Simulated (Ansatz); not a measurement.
`[BH2][GeH2][O]C` + `O[SiH2]F` → `[BH2][GeH2][O][SiH2]F` + CH₃OH  (ligand exchange at a Ge–O bond)

Program: Ansatz. Geometries: PBE0-D4/def2-TZVP. ΔE: electronic, gas phase. CBS: MP2 limit from def2 TZ/QZ plus the TZ coupled-cluster correction, frozen cores. This one scheme is used for every species. Functionals use def2-TZVPP. For Ge outer-core shells are correlated without core-valence functions, which leaves a few kJ/mol of doubt a bond. Scalar relativity is left out up to krypton. Each species was taken in one conformer, which may not be the lowest.

`[BH2][GeH2][O]C`:

```xyz
11

B     2.410    0.124   -0.533
Ge    0.466    0.645   -0.148
O    -0.467   -0.848    0.161
C    -1.835   -0.720    0.451
H     2.756   -1.017   -0.531
H     3.215    0.976   -0.765
H     0.316    1.556    1.096
H    -0.210    1.384   -1.330
H    -2.013   -0.127    1.359
H    -2.392   -0.253   -0.374
H    -2.246   -1.720    0.614
```

`O[SiH2]F`:

```xyz
6

O    -0.039    0.052   -1.271
Si   -0.177   -0.022    0.351
F     0.487    1.256    1.039
H     0.821   -0.082   -1.672
H    -1.622   -0.005    0.646
H     0.530   -1.199    0.907
```

`[BH2][GeH2][O][SiH2]F`:

```xyz
11

B    -1.669   -1.628    1.125
Ge    0.128   -1.018    0.349
O    -0.039    0.650   -0.274
Si    0.855    1.805   -0.952
F    -0.060    3.099   -1.126
H    -2.620   -0.910    1.123
H    -1.760   -2.726    1.585
H     1.260   -0.986    1.399
H     0.598   -1.888   -0.837
H     1.312    1.412   -2.307
H     1.995    2.191   -0.085
```

CH₃OH:

```xyz
6

C     0.088    0.301   -0.169
O     0.136   -0.681    0.840
H     0.821    1.065    0.093
H    -0.895    0.781   -0.239
H     0.354   -0.100   -1.156
H    -0.503   -1.365    0.631
```

(1) Is it downhill or uphill in electronic energy at CCSD(T)/CBS, and by how much? (Estimate.)

(2) What do these levels give: PBE-D4, r2SCAN-D4, PBE0-D4, ωB97M-V, B2PLYP, PBE, r2SCAN, PBE0, HF/def2-TZVPP, SCS-MP2/def2-QZVPP, HF/CBS(def2), CCSD/CBS(def2)? (Best estimate.)

Largest T1 diagnostic among the species: 0.012.

Results:

(1) Computed: Downhill: ΔE = -12.2 kJ/mol.

(2) The calculation gave: PBE-D4 -7.0, r2SCAN-D4 -9.5, PBE0-D4 -11.3, ωB97M-V -10.9, B2PLYP -11.0, PBE -6.4, r2SCAN -9.2, PBE0 -10.5, HF/def2-TZVPP -21.4, SCS-MP2/def2-QZVPP -13.2, HF/CBS(def2) -22.8, CCSD/CBS(def2) -14.0 kJ/mol.

In def2-TZVPP, CCSD(T) changes the Hartree–Fock value by +9.6 kJ/mol (the triples alone add +1.8 kJ/mol) and MP2 by +11.2 kJ/mol. From PBE to PBE0 (25 % exact exchange), in def2-TZVPP and without D4, ΔE moves by −4.2 kJ/mol.
